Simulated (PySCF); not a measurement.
# A search over the determinants of KRb

Unrestricted PBE0; PySCF, scalar-relativistic core potentials, basis sets K def2-SVPD, Rb def2-SVPD with ECP28. Outer shells of the fragments: K 4s1; Rb 5s1.

Followed along the bond (rough minima from three points):

```
2Ms+1  unpaired  ⟨S²⟩ at the start  R at minimum (Å)  Te (eV)
    1      none               0.00              4.16     0.00
    3  σ ↑, π ↑               2.00              4.14     1.13
    1  σ ↑, π ↓               1.00              4.28     1.39
    3      σ ↑↑               2.00  none in the scan   ≤ 0.46
```

Solutions found at the starting distance of 4.005 Å, counted from the lowest of them; the search is not exhaustive and high or unbound solutions are not listed, so other states can lie among these:

```csv
2Ms+1,unpaired,term,E (eV),⟨S²⟩,⟨Lz²⟩,μ (D)
1,none,¹Σ⁺,0.00,0.00,0.00,0.54
3,σ ↑↑,³Σ⁺,0.67,2.00,0.00,0.52
3,"σ ↑, π ↑",³Π,1.13,2.00,1.01,1.16
1,"σ ↑, π ↓",mixed,1.40,1.00,1.00,1.20
3,"σ ↑, δ ↑",³Δ,2.52,2.00,4.00,-5.96
1,"σ ↑, δ ↓",mixed,2.57,1.00,4.00,-5.69
```

A term symbol is given only where ⟨S²⟩ and ⟨Lz²⟩ are close to those of a pure state; real π, δ and φ orbitals otherwise mix terms. A positive dipole means K(−)Rb(+).

Counting both spins, an empty level lies below a filled one in some of these solutions, because spin and occupation are held.
